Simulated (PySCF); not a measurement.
Isomers of C4H8FOP. Level of theory: TDDFT CAM-B3LYP/def2-SVPD, vertical, gas phase, core orbitals frozen in the response in PySCF. Geometries: GFN2-xTB; one conformer of each isolated species. Triplets are in the Tamm–Dancoff approximation.

A. `[C@@H]1([C@@H](C)[P@H](=O)C1)F`
B. `COC/P=C(\C)F`
C. `OCCC/P=C\F`

Lowest singlet levels (six at most, fewer where fewer were computed) with oscillator strengths:

1. 280 nm (f 0.006); 243 nm (f 0.228); 210 nm (f 0.005); 199 nm (f 0.001); 184 nm (f 0.024); 181 nm (f 0.082); T1 2.53 eV
2. 243 nm (f 0.014); 226 nm (f 0.197); 203 nm (f 0.004); 188 nm (f 0.003); 183 nm (f 0.020); 178 nm (f 0.058); T1 2.78 eV
3. 176 nm (f 0.007); 173 nm (f 0.007); 170 nm (f 0.008); 162 nm (f 0.037); 158 nm (f 0.017); 155 nm (f 0.005); T1 6.75 eV

Task: Match each spectrum to its molecule.

Result: 1 = B, 2 = C, 3 = A.
- A: S1 at 7.03 eV, HOMO→LUMO (60%), HOMO→LUMO+2 (17%), HOMO→LUMO+3 (10%); Löwdin shares by element: HOMO oxygen 47%, carbon 21% or more, phosphorus 16% (atoms not listed hold the other 16%); LUMO hydrogen 24% or more, carbon 24% or more (atoms not listed hold the other 52%); HOMO -9.26 and LUMO 0.98 eV.
- B: S1 at 4.43 eV, HOMO-1→LUMO (96%); Löwdin shares by element: HOMO phosphorus 38%, carbon 37% or more, fluorine 11%; LUMO carbon 38% or more, phosphorus 35%, fluorine 7% (atoms not listed hold the other 20%); HOMO -8.18 and LUMO -0.46 eV.
- C: S1 at 5.10 eV, HOMO-1→LUMO (91%); Löwdin shares by element: HOMO carbon 33% or more, phosphorus 32%, fluorine 12%, oxygen 6% (atoms not listed hold the other 17%); LUMO phosphorus 41%, carbon 38% or more, fluorine 8%; HOMO -8.51 and LUMO -0.45 eV.
